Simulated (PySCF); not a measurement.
Delta-SCF ions had no search for a lower state. 

Z-matrix (Å, degrees):
```
C
C 1 1.3301
H 2 1.0865 1 121.70
H 2 1.0865 3 116.10 1 180.00
H 1 1.0891 2 118.10 3 -180.00
Si 1 1.8592 5 118.82 2 -179.99
H 6 1.4868 1 108.96 5 -179.99
H 6 1.4883 7 109.32 3 -121.30
H 6 1.4883 7 109.32 8 -117.43
```
Charge 0, spin multiplicity 1.

### Question
Predict the vertical ionisation energy (Delta-SCF), S1 oscillator strength, LUMO, HOMO–LUMO gap and dipole moment from PBE0-D3(BJ)/def2-TZVP (PySCF).

### Answer

```json
{
  "vertical ionisation energy (Delta-SCF)": "10.16 eV",
  "S1 oscillator strength": "0.002",
  "LUMO": "-0.47 eV",
  "HOMO–LUMO gap": "7.54 eV",
  "dipole_moment": "0.77 D"
}
```
